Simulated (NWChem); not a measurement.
# SiH3Br; SMILES [SiH3]Br

```xyz
5

Si     0.0000     0.0000    -1.4171
Br     0.0000     0.0000     0.8093
H      0.9974     0.9974    -1.8938
H     -1.3624     0.3651    -1.8938
H      0.3651    -1.3624    -1.8938
```
Atoms are numbered in this order, from 1.

Structure relaxed at the PBE0/def2-SVP level.

 States above −ε(HOMO) = 7.2 eV lie in this functional's continuum and hang on the basis.

Question: List the 6 lowest vertical singlet excitations from PBE/def2-SVPD, full TDDFT (NWChem).

Answer: 
```
state  energy (eV)  oscillator strength  leading excitation (squared amplitude)
-----  -----------  -------------------  --------------------------------------
S1            5.98                0.016                      HOMO → LUMO (0.99)
S2            5.98                0.016                    HOMO−1 → LUMO (0.99)
S3            6.95                0.001                    HOMO → LUMO+1 (0.99)
S4            6.95                0.001                  HOMO−1 → LUMO+1 (0.99)
S5            7.32                0.000                    HOMO → LUMO+2 (0.50)
S6            7.44                0.001                  HOMO−1 → LUMO+2 (0.49)
```
